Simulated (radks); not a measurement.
Values are calculated unless marked as measured or tabulated.
Excited configurations of Ag III: one electron is placed in a higher orbital outside [Kr] 4d8. The ground configuration is [Kr] 4d9. Code: a radial shooting solver on a logarithmic mesh with Libxc functionals. Model: scalar-relativistic Kohn-Sham, r2SCAN, spin-polarised, spherical densities, finite nucleus; open shells are filled with parallel spins first (spin-orbit coupling, left out, can overturn this in heavy ions); meta-GGA in the generalised Kohn-Sham scheme; Fermi nuclear charge, rms radius 4.5454 fm. Excitation = E - E(ground); binding = E(ion) - E, where the ion is the core of charge +3; n* = 3/sqrt(2 binding) in atomic units, and the quantum defect is n - n*.

outer orbital  excitation (eV)  binding (eV)     n*  quantum defect  eigenvalue (eV)  <r> (bohr)
4f                      27.701         7.911  3.934           0.066           -6.235       5.496
5d                      23.857        11.755  3.228           1.772           -9.646       4.340
5f                      30.314         5.298  4.807           0.193           -4.363       9.473
6p                      25.581        10.031  3.494           2.506           -8.647       5.986
6d                      28.721         6.891  4.215           1.785           -5.831       8.094
6f                      31.867         3.745  5.718           0.282           -3.155       14.48
7s                      28.478         7.134  4.143           2.857           -6.223       8.766
7p                      29.512         6.100  4.480           2.520           -5.294       9.981
7d                      31.069         4.543  5.192           1.808           -3.900       12.80
7f                      32.844         2.768  6.651           0.349           -2.367       20.50

The Delta-SCF ionisation energy is 35.612 eV (NIST Atomic Spectra Database: 34.8 eV, semi-empirical). Self-interaction in the functional shifts the binding energies and quantum defects, so they are the method's values and not measured ones. Open shells are spherical and high-spin; term and fine-structure splittings are not resolved.
